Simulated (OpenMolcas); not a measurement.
Pt4+ (d6) among equal point charges was computed by CASSCF with the d shell active (OpenMolcas, ANO-RCC-VTZP on the metal). Its lowest spin-free states, and all those of the highest spin:

```
2S+1  Degeneracy  E (cm-1)
   5           2       0.0
   5           3      5437
   3           3     16700
   3           2     19902
   3           3     21368
   3           3     21707
   3           1     23069
   3           1     23894
   3           3     25351
   3           2     26327
   3           3     26400
   1           3     26630
```

**Question.** Is the site octahedral, tetrahedral or cube-like, axial, or of lower symmetry?

**Answer.** The states with 2S+1 = 5 have orbital degeneracies 2, 3. Threefold states need a cubic site. For d6 at this spin an octahedron puts the threefold T2 below the twofold E and a tetrahedron or cube puts the twofold E below the threefold T2, so the site is a tetrahedron or a cube, which this pattern cannot tell apart. The first gap at this spin, 5440 cm-1, is |10Dq| in ligand-field theory. The run had Pt4+ among 8 point charges of -0.78 e arranged as a cube (Oh), 1.78 Å from the ion.

Spin-orbit coupling mixes the spin-free states strongly: the lowest level takes only 67 % from its leading state, 5E. An orbital doublet at a regular site is open to a Jahn-Teller distortion, which this geometry leaves out. Without dynamic correlation the repulsion within the d shell is too large (B by tens of per cent), so at a given field states of lower spin stand too high. Point charges give a weaker field than real ligands, and real ions of this kind are as a rule low spin; the high spin found here belongs to the model. Point charges carry no covalency, so the field is a model and not that of real ligands. No measured value stands beside these numbers.
